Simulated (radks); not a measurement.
Task: The potassium anion K-, [Ar] 4s2, held by a Watson sphere: a shell of charge +1 at radius R that stands for the Madelung well of a crystal (potential energy -1/R inside, -1/r outside, in hartree with lengths in bohr). Method: scalar-relativistic Kohn-Sham, LDA (Slater exchange, Perdew-Wang correlation), spin-polarised, spherical densities, finite nucleus; Fermi nuclear charge, rms radius of each element as measured or else 0.836 A^(1/3) + 0.57 fm; computed with a radial shooting solver on a logarithmic mesh with Libxc functionals. Response by self-consistent Sternheimer equations with the Hartree and adiabatic LDA kernel, the relativistic mass of each level held fixed and spin-orbit coupling left out. The sphere does not respond.

| R (bohr) | e(3s) (eV) | e(3p) (eV) | e(4s) (eV) | <r> 4s (bohr) | sum of <r^2> (bohr^2) | X-ray form factor at sin(theta)/lambda = 0.3 1/angstrom | alpha (bohr^3) |
|---|---|---|---|---|---|---|---|
| 2.34 | -38.223 | -21.915 | -3.706 | 4.166 | 59.61 | 10.998 | 168.3 |
| 3.86 | -35.333 | -19.040 | -3.383 | 4.555 | 67.34 | 10.993 | 227.1 |
| 4.09 | -35.133 | -18.836 | -3.312 | 4.631 | 68.90 | 10.993 | 241.5 |
| 4.49 | -34.859 | -18.555 | -3.185 | 4.765 | 71.74 | 10.992 | 269.2 |
| 4.71 | -34.739 | -18.431 | -3.115 | 4.839 | 73.34 | 10.992 | 285.6 |
| 4.98 | -34.613 | -18.302 | -3.029 | 4.927 | 75.32 | 10.991 | 307.0 |

Estimate the row for R = 2.78 bohr.

Result: e(3s) (eV) -36.990; e(3p) (eV) -20.709; e(4s) (eV) -3.652; <r> 4s (bohr) 4.243; sum of <r^2> (bohr^2) 61.22; X-ray form factor at sin(theta)/lambda = 0.3 1/angstrom 10.991; alpha (bohr^3) 177.8.
